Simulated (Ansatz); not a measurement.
Ansatz (an electronic-structure program) input (CCSD(T)/aug-cc-pV(D+d)Z):
A basis named .json is the Basis Set Exchange file of that set.

Ansatz 0.2 input:
```yaml
crystal:
  periodic: [false, false, false]
  atoms:
    - {symbol: C, position_ang: [-1.27181763, 0.04497988, 0.05803607]}
    - {symbol: C, position_ang: [-0.79276306, -1.25623525, -0.06932325]}
    - {symbol: C, position_ang: [0.57274402, -1.36504895, -0.13660615]}
    - {symbol: C, position_ang: [1.30015021, -0.05938108, -0.06042966]}
    - {symbol: S, position_ang: [-0.00424744, 1.23162066, 0.10135521]}
    - {symbol: H, position_ang: [-2.30176463, 0.35411401, 0.12743714]}
    - {symbol: H, position_ang: [-1.45871037, -2.10793787, -0.11083390]}
    - {symbol: H, position_ang: [1.11161647, -2.29592116, -0.23609882]}
    - {symbol: H, position_ang: [1.97096976, 0.00686322, 0.80157416]}
    - {symbol: H, position_ang: [1.89596663, 0.15106361, -0.95382408]}
basis:
  gaussian:
    orbitals: aug-cc-pV_D+d_Z.json
magnetization: {spin_polarized: true, initial_magnetization: 1}
correlation: {method: ccsd_t, electrons: outside_noble_gas}
output: {forces: true}
```

End of the output:

```
cycle   2  -19.35723232 eV  change   -6.1e-1 eV  update   4.5e-2
cycle   3  -19.53789679 eV  change   -1.8e-1 eV  update   3.2e-2
cycle   4  -19.55836630 eV  change   -2.0e-2 eV  update   1.6e-2
cycle   5  -19.56169362 eV  change   -3.3e-3 eV  update   6.4e-3
cycle   6  -19.56312186 eV  change   -1.4e-3 eV  update   2.2e-3
cycle   7  -19.56364768 eV  change   -5.3e-4 eV  update   1.1e-3
cycle   8  -19.56379355 eV  change   -1.5e-4 eV  update   6.4e-4
cycle   9  -19.56376788 eV  change    2.6e-5 eV  update   3.4e-4
cycle  10  -19.56369757 eV  change    7.0e-5 eV  update   1.6e-4
cycle  11  -19.56375697 eV  change   -5.9e-5 eV  update   7.7e-5
cycle  12  -19.56379524 eV  change   -3.8e-5 eV  update   3.8e-5
cycle  13  -19.56379236 eV  change    2.9e-6 eV  update   2.0e-5
cycle  14  -19.56378606 eV  change    6.3e-6 eV  update   8.4e-6
cycle  15  -19.56378078 eV  change    5.3e-6 eV  update   4.0e-6
cycle  16  -19.56378266 eV  change   -1.9e-6 eV  update   1.5e-6
coupled cluster: 4.51 GiB planned
perturbative correction -0.84795918 eV, -0.0311619251 hartree
the calculation of the forces begins
Total energy: -15038.34898376 eV, -552.6491317942 hartree
Atom 0 at    -1.271818     0.044980     0.058036 Å, force    -0.161243     0.543340     0.051523 eV/Å
Atom 1 at    -0.792763    -1.256235    -0.069323 Å, force    -0.462222    -0.587598    -0.028520 eV/Å
Atom 2 at     0.572744    -1.365049    -0.136606 Å, force     0.574698    -0.158665    -0.037589 eV/Å
Atom 3 at     1.300150    -0.059381    -0.060430 Å, force     0.003970     0.306177     0.024982 eV/Å
Atom 4 at    -0.004247     1.231621     0.101355 Å, force     0.174117     0.547374     0.037526 eV/Å
Atom 5 at    -2.301765     0.354114     0.127437 Å, force    -0.535250     0.162028     0.036180 eV/Å
Atom 6 at    -1.458710    -2.107938    -0.110834 Å, force    -0.319668    -0.408297    -0.019882 eV/Å
Atom 7 at     1.111616    -2.295921    -0.236099 Å, force     0.268685    -0.469828    -0.050075 eV/Å
Atom 8 at     1.970970     0.006863     0.801574 Å, force     0.245122     0.000693     0.382979 eV/Å
Atom 9 at     1.895967     0.151064    -0.953824 Å, force     0.211790     0.064776    -0.397124 eV/Å
Dipole moment:     0.098588    -0.217057    -0.022043 e Å
```

It need not be the lowest isomer of its formula.

The determinant is spin-contaminated: <S^2> is 0.94 against 0.75 for a pure state.
